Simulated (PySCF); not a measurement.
Species: C₆H₆F₂O.
Numbering: `[F:1][CH2:2][C:3]1=[CH:4][O:5][CH:6]=[C:7]([F:8])[CH2:9]1` (hydrogens: H10, H11 on C2; H12 on C4; H13 on C6; H14, H15 on C9)

Geometry (GFN2-xTB, Å), atoms numbered from 1 in this order:
```
atom  x, y, z in Å
F1     2.8357    0.9494   -0.3035
C2     2.0826   -0.1280    0.0778
C3     0.6125    0.1384   -0.0427
C4     0.1330    1.2994   -0.4736
O5    -1.1853    1.6113   -0.6074
C6    -2.0691    0.6345   -0.2641
C7    -1.7001   -0.5597    0.1770
F8    -2.6450   -1.4744    0.4972
C9    -0.2834   -1.0074    0.3608
H10    2.3541   -0.3554    1.1170
H11    2.3808   -0.9684   -0.5624
H12    0.7640    2.1247   -0.7644
H13   -3.0972    0.9342   -0.3881
H14   -0.1058   -1.2940    1.4059
H15   -0.0813   -1.8965   -0.2513
```

Level of theory: TDDFT wB97X-D/def2-SVPD, vertical, gas phase, core orbitals frozen in the response in PySCF 2.14.0, density-fitted response routines.

Frontier orbitals with the atoms that hold most of them (Löwdin shares over 4%, at most four atoms; ? is withheld):

```json
{"orbital": "HOMO-3", "ε (eV)": "-12.32", "atoms": "F1 51%, C2 20%, H11 8%, H10 8%"}
{"orbital": "HOMO-2", "ε (eV)": "-11.75", "atoms": "F1 18%, O5 16%, C3 12%, C2 12%"}
{"orbital": "HOMO-1", "ε (eV)": "-9.87", "atoms": "C4 21%, C6 20%, C3 18%, C7 14%"}
{"orbital": "HOMO", "ε (eV)": "-8.28", "atoms": "?"}
{"orbital": "LUMO", "ε (eV)": "1.75", "atoms": "?"}
{"orbital": "LUMO+1", "ε (eV)": "2.12", "atoms": "C2 18%, C9 13%, C4 8%, C3 8%"}
{"orbital": "LUMO+2", "ε (eV)": "2.68", "atoms": "O5 16%, C6 14%, C7 12%, C4 10%"}
```

**Question.** Which atoms hold the LUMO, and with what shares?

**Answer.** C3 (bonded to 3 C) 20%; C4 (bonded to C, O and H) 18%; C7 (bonded to 2 C and F) 17%; C6 (bonded to C, O and H) 14%.

**Question.** Give the leading atoms of the HOMO.

**Answer.** O5 (bonded to 2 C) 23%; C7 (bonded to 2 C and F) 16%; C3 (bonded to 3 C) 16%; C6 (bonded to C, O and H) 11%. By element: carbon 44% or more, oxygen 23%.

**Question.** How does S1 compare with the orbital gap of 10.04 eV?

**Answer.** S1 is at 5.46 eV (f = 0.035), 4.58 eV below the gap, made of HOMO→LUMO (98%). Without the coupling terms of the response equations the lowest excitation would equal the gap.

**Question.** Give energy, strength and leading configuration of S1 and S2, and follow the Löwdin shares of the leading atoms from the occupied to the empty orbital.

**Answer.** 
- S1 (5.46 eV, f 0.035), HOMO→LUMO (98%): O5 23% → at most 14%, C7 16% → 17%, C3 16% → 20%, C4 at most 12% → 18%
- S2 (6.30 eV, f 0.0039), HOMO→LUMO+1 (84%): O5 23% → at most 8%, C7 16% → at most 8%, C2 at most 12% → 18%, C9 at most 12% → 13%

Löwdin shares depend on the basis, the more so with diffuse functions.

One conformer stands for the species.
